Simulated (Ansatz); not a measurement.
Cd₉Te₈⁺, relaxed as a doublet with UKS PBE-D4/def2-SVP in Ansatz, starting from the GFN1-xTB geometry. Force threshold 0.03 eV/Å.

In the def2 sets Cd, Te take a core potential; there is no spin–orbit coupling. Single mean-field runs in def2-SVP are fitted with def2-universal-jkfit. Another isomer (doublet) lies 3.14 eV lower at PBE0-D4/def2-SVP; other spin states weren't run for this one.

Start:

```xyz
17

Cd    1.1165   -1.7726   -3.1635
Cd    2.7626    1.4304    2.3669
Cd   -3.8924    0.5106    1.7573
Cd   -0.8963   -3.6716    2.3992
Cd    1.5653   -4.1004    0.7588
Cd    1.2068   -1.2518   -0.1463
Cd   -1.5047   -2.5493   -4.2016
Cd   -0.7683    3.4858   -0.4623
Cd   -3.3812    2.4280   -0.3894
Te   -0.6984    0.9194    1.7423
Te    3.6474    0.2502   -0.1004
Te    0.2176    1.2443   -2.0415
Te   -2.3091   -0.0871   -1.9918
Te   -1.6837   -1.4915    0.2181
Te    0.7192    3.2844    2.0868
Te    1.0011   -0.7410    3.0032
Te    2.8977    2.1120   -1.8359
```

**Question.** Estimate the energy that the relaxation releases and the steps that it takes.

**Answer.** 2.35 eV, in 39 steps; 5.3 min on 2 threads of AMD EPYC 7R13 on a shared host and a share (18 GiB) of an NVIDIA H100 80GB HBM3. No frequencies were taken in this run, so the end may be a saddle point.

**Question.** Does the start keep its bonding and symmetry?

**Answer.** Bonds lost: Cd5–Cd6, Cd6–Te16, Cd8–Te12, Te10–Te14, Te12–Te17, Te13–Te14 (atoms count from 1). Bonds formed: Cd1–Cd5, Cd1–Te14, Cd6–Cd8, Cd8–Te17 (atoms count from 1). Metal–metal contacts that move far: Cd6–Cd9 5.89 to 3.05 Å.

**Question.** Predict the relaxed structure.

**Answer.** 
```xyz
17

Cd   -0.305   -2.694   -2.170
Cd    2.282    1.284    2.607
Cd   -3.286    0.333    0.867
Cd    1.138   -2.523    1.819
Cd    2.018   -3.622   -0.693
Cd    0.141   -0.020   -0.211
Cd   -3.009   -2.930   -3.464
Cd    0.346    3.149    0.051
Cd   -1.910    2.015   -1.176
Te   -1.009    0.704    2.903
Te    3.006    0.519    0.020
Te    0.221   -0.020   -3.219
Te   -2.384    0.754   -3.642
Te   -1.481   -2.280    0.550
Te    0.255    3.267    2.968
Te    1.197   -0.877    4.114
Te    2.780    2.941   -1.324
```
Bond lengths (bridged metal pairs left out): 16 × Cd–Te 2.79 to 3.35 Å; 7 × Cd–Cd 2.81 to 3.19 Å; 4 × Te–Te 2.75 to 2.97 Å.
